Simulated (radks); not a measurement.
Values are calculated unless marked as measured or tabulated.
These are the eigenvalues of the occupied orbitals of an atom or ion with whole-number occupations (Ry). Code: a radial shooting solver on a logarithmic mesh with Libxc functionals. Model: scalar-relativistic Kohn-Sham, LDA (Slater exchange, Perdew-Wang correlation), spin-polarised, spherical densities, point nucleus.

1s up: -1610.077
1s down: -1610.029
2s up: -296.0848
2s down: -296.0462
2p up: -273.7236
2p down: -273.6871
3s up: -102.4038
3s down: -102.3257
3p up: -95.19830
3p down: -95.11928
4s up: -50.43586

Which element is it, and in what charge state? The configuration may be excited. Open shells, if any, are filled with parallel spins first.

Answer. Z = 43, technetium, charge +24: Tc24+ in [Ar] 4s1. The list shows which subshells hold electrons but not how many an open one holds; the 1s level, -805.04 hartree, gives Z - s = 40.1 by -(Z - s)^2/2, which with screening and relativity narrows Z to a few neighbours, and the depths of the outer levels then fix element, charge and occupations together.
